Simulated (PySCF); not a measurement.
# Working out the excitation energy of Os

Os [Xe] 4f14 5d6 6s2 (5D) → Os [Xe] 4f14 5d8 (3F). Calculation: PySCF 2.14, in aug-cc-pVDZ-PP with ECP60MDF; scalar relativity through the core potential. Frozen: 5s2 5p6. Energies in hartree (1 hartree = 27.21139 eV):

```tsv
part	Os (lower)	Os (upper)
UHF	-90.066686	-89.919017
CCSD correlation	-0.165740	-0.186769
(T)	-0.005672	-0.013643
```

Q: What does Hartree-Fock give?

A: (-89.919017) − (-90.066686) = 0.147669 hartree = 4.018 eV.

Q: What do CCSD and CCSD(T) give?

A: The CCSD correlation energies differ by -0.021029 hartree = -0.572 eV and the triples by -0.007971 hartree = -0.217 eV, so CCSD gives 3.446 eV and CCSD(T) 3.229 eV.

A double-zeta basis recovers only part of the correlation energy.
